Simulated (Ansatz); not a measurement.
Program: Ansatz. Geometries: PBE0-D4/def2-TZVP. ΔE: electronic, gas phase. CCSD(T)/CBS adds triple-zeta CCSD(T) − MP2 to the extrapolated MP2 energy (def2 sets, frozen cores). This one scheme is used for every species. Functionals use def2-TZVPP. B3LYP here is the variant with VWN-RPA as its local correlation; programs differ in this. Elements past krypton have def2 core potentials. For Hf outer-core shells are correlated without core-valence functions, which leaves a few kJ/mol of doubt a bond. Each species was taken in one conformer, which may not be the lowest.

`[OH][Hf]([Cl])([Cl])[Cl]` + `CCN(C)BCl` → `CC[N](C)[Hf]([Cl])([Cl])[Cl]` + `OBCl`  (redistribution)

`[OH][Hf]([Cl])([Cl])[Cl]`:

```xyz
6

O     1.177    0.848    0.294
Hf   -0.319   -0.230   -0.080
Cl   -2.175    0.604    1.069
Cl   -0.735   -0.198   -2.379
Cl    0.119   -2.419    0.613
H     1.933    1.396    0.483
```

`CCN(C)BCl`:

Cartesian coordinates in Å:
```
C -0.502 1.589 -0.734
C 0.421 0.880 0.241
N 0.288 -0.568 0.203
C -0.839 -1.085 0.949
B 1.126 -1.418 -0.499
Cl 2.493 -0.800 -1.445
H -1.552 1.355 -0.544
H -0.383 2.671 -0.651
H -0.267 1.297 -1.760
H 1.457 1.135 0.018
H 0.219 1.214 1.265
H -0.876 -2.170 0.856
H -0.751 -0.827 2.010
H -1.784 -0.676 0.579
H 0.949 -2.596 -0.489
```

`CC[N](C)[Hf]([Cl])([Cl])[Cl]`:

Z-matrix (Å, degrees):
```
Hf
Cl 1 2.350
C 1 2.881 2 91.3
Cl 1 2.351 2 109.7 3 -92.7
Cl 1 2.341 2 112.6 3 141.0
N 1 1.983 2 107.0 3 23.0
C 1 3.140 2 117.3 3 41.8
H 3 1.095 1 123.5 2 41.3
H 3 1.097 1 125.9 2 -154.6
H 3 1.098 1 71.7 2 -56.8
C 7 1.520 1 121.1 2 19.2
H 7 1.099 1 122.8 2 -130.3
H 7 1.093 1 80.5 2 126.1
H 11 1.092 7 110.1 1 147.8
H 11 1.092 7 110.7 1 28.1
H 11 1.092 7 111.9 1 -92.7
```

`OBCl`:

Z-matrix (Å, degrees):
```
B
O 1 1.340
Cl 1 1.766 2 121.0
H 1 1.189 2 119.8 3 -180.0
H 2 0.963 1 113.9 3 -0.0
```

Question: Is it downhill or uphill in electronic energy at CCSD(T)/CBS, and by how much? (Estimate.)

Answer: The calculation gave: Uphill: ΔE = +61.4 kJ/mol.

Question: What do these levels give: r2SCAN-D4, PBE0-D4, B3LYP-D4, PBE, r2SCAN, PBE0, HF/def2-TZVPP, CCSD/def2-TZVPP, CCSD(T)/def2-TZVPP, MP2/def2-QZVPP, SCS-MP2/def2-QZVPP, CCSD/CBS(def2)? (Estimate.)

Answer: Computed: r2SCAN-D4 60.6, PBE0-D4 61.4, B3LYP-D4 62.3, PBE 62.8, r2SCAN 62.1, PBE0 64.9, HF/def2-TZVPP 70.5, CCSD/def2-TZVPP 58.9, CCSD(T)/def2-TZVPP 55.8, MP2/def2-QZVPP 56.4, SCS-MP2/def2-QZVPP 59.3, CCSD/CBS(def2) 64.5 kJ/mol.

Largest T1 diagnostic among the species: 0.014.

In def2-TZVPP, CCSD(T) changes the Hartree–Fock value by −14.7 kJ/mol (the triples alone add −3.0 kJ/mol) and MP2 by −17.4 kJ/mol. The D4 term adds −5.3 kJ/mol with B3LYP and −3.5 kJ/mol with PBE0; it sums over pairs of atoms, weighted by their polarisabilities, and B3LYP, whose exchange is more repulsive, gets the larger term.
